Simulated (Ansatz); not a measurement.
Born–Oppenheimer molecular dynamics of C$_{2}$H$_{6}$FNSSi (12 atoms, charge 0, multiplicity 1). It starts from a relaxed structure.

All numbers below come from RKS BLYP/def2-SVP in Ansatz.

* ensemble: NVT, Nosé–Hoover chain
* time step: 0.5 fs
* steps asked: 150
* set temperature: 300 K
* thermostat: time constant 20 fs, chain length 1
* seed: 158183

First frame:

```xyz
12
Properties=species:S:1:pos:R:3
F -1.262 1.891 0.341
C -0.532 0.924 1.084
N -0.833 -0.409 0.698
C -0.367 -0.798 -0.647
Si 1.470 -0.226 -0.703
S 1.300 1.275 0.871
H -0.785 1.098 2.149
H -1.823 -0.630 0.869
H -0.456 -1.897 -0.770
H -0.933 -0.312 -1.477
H 2.444 -1.308 -0.342
H 1.854 0.337 -2.038
```

Question: How far do the bonds stretch over the last three quarters of this one trajectory? (Pairs bonded in most of those frames.)

Answer: 
```csv
bond,mean (Å),spread (Å),shortest,longest
F1–C2,1.420,0.057,1.35,1.52
C2–N3,1.427,0.007,1.42,1.44
C2–S6,1.892,0.124,1.70,2.06
C2–H7,1.107,0.008,1.09,1.12
N3–C4,1.478,0.023,1.45,1.51
N3–H8,1.031,0.011,1.01,1.05
C4–Si5,1.928,0.070,1.83,2.05
C4–H9,1.111,0.025,1.07,1.15
C4–H10,1.116,0.021,1.08,1.15
Si5–S6,2.201,0.053,2.15,2.31
Si5–H11,1.507,0.012,1.49,1.53
Si5–H12,1.507,0.036,1.45,1.57
```

Mean temperature of the second half: 454 K. The conserved energy stayed within 0.14 meV per atom of its start (net change 0.13 meV per atom), so the integration is sound. The mean temperature of the second half is 51 % above the set value. A run of 0.075 ps of so small a system gives no equilibrium averages.

The run took 12 min on 2 threads of Arm Neoverse N1, with other jobs on the host, peak memory 0.18 GiB.
